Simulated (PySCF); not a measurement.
PySCF input for H5InO3Si, SMILES [OH][In]([OH])[O][SiH3], C-PCM-PBE0/def2-SVP. Coordinates come from a PBE0-D3(BJ)/def2-SVP optimisation. The structure was generated by enumeration; whether it is a known compound was not checked. The def2 effective core potentials stand for the cores of In; spin–orbit coupling is left out. One conformer was computed; it need not be the lowest.

```python
import numpy as np
from pyscf import gto, scf, dft
from pyscf.solvent import pcm

mol = gto.M(
    atom='''
    In    0.00319382   -0.62059500   -0.00000000
    O     1.37888551   -2.05239965    0.00000000
    H     0.98770044   -2.93368416    0.00000000
    O    -1.97676274   -0.82990930    0.00000000
    H    -2.25526469   -1.75294682   -0.00000001
    O     0.69298631    1.23047696   -0.00000000
    Si    0.05457775    2.75473970    0.00000000
    H    -0.79421255    3.00037513    1.21033729
    H     1.17453088    3.74333562   -0.00000000
    H    -0.79421254    3.00037514   -1.21033729
    ''',
    basis='def2-SVP',
    ecp={'In': 'def2-svp'},
    charge=0,
    spin=0,
    max_memory=1600,
    verbose=3,
)
mf = dft.RKS(mol, xc='pbe0').density_fit(auxbasis='def2-universal-jkfit')
mf.grids.level = 3
mf.conv_tol = 1e-9
mf.max_cycle = 100
mf.kernel()
res = {}
for name, eps in {'water': 78.355, 'ethylethanoate': 5.9867, 'dimethylsulfoxide': 46.826}.items():
    s = mf.PCM()
    s.with_solvent.method, s.with_solvent.eps, s.with_solvent.lebedev_order = 'C-PCM', eps, 29
    s.kernel(mf.make_rdm1())
    res[name] = (s.e_tot, eps, s.dip_moment(), s.mo_energy, s.converged)
    print(f'{name}: electrostatic solvation free energy {(s.e_tot - mf.e_tot) * 627.509474:.3f} kcal/mol')
```

Log of the run:

```
converged SCF energy = -707.721295333058

WARN: PCM is an experimental feature. It is still in testing.
Features and APIs may be changed in the future.

converged SCF energy = -707.742316112047
Dipole moment(X, Y, Z, Debye): -1.71584, -4.06156, -0.00000
water: electrostatic solvation free energy -13.191 kcal/mol

WARN: PCM is an experimental feature. It is still in testing.
Features and APIs may be changed in the future.

converged SCF energy = -707.738662507895
Dipole moment(X, Y, Z, Debye): -1.65289, -3.92526, -0.00000
ethylethanoate: electrostatic solvation free energy -10.898 kcal/mol

WARN: PCM is an experimental feature. It is still in testing.
Features and APIs may be changed in the future.

converged SCF energy = -707.742108473827
Dipole moment(X, Y, Z, Debye): -1.71222, -4.05377, -0.00000
dimethylsulfoxide: electrostatic solvation free energy -13.060 kcal/mol
```

The run converged.
